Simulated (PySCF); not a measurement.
Vertical excitations of a molecule C2H4FNOSi from TDDFT-PBE/def2-SVPD in PySCF 2.14.0, as energy in eV (oscillator strength): 3.06 (0.001), 4.33 (0.014), 4.88 (0.009), 5.29 (0.021), 5.39 (0.057), 5.86 (0.001), 6.08 (0.006), 6.23 (0.011), 6.50 (0.008), 6.73 (0.111). Lowest triplet (TDA): 2.64 eV. Geometry: B3LYP-D3(BJ)/def2-SVP. Other conformers were not sampled.

**Question.** Pick the molecule that these values belong to.
A) N[Si@]1(F)C=CO1
B) CC1=N[Si@H](F)O1
C) F[Si@@H]1COC=N1
D) O=C/N=C/[SiH2]F

**Answer.** D, O=C/N=C/[SiH2]F
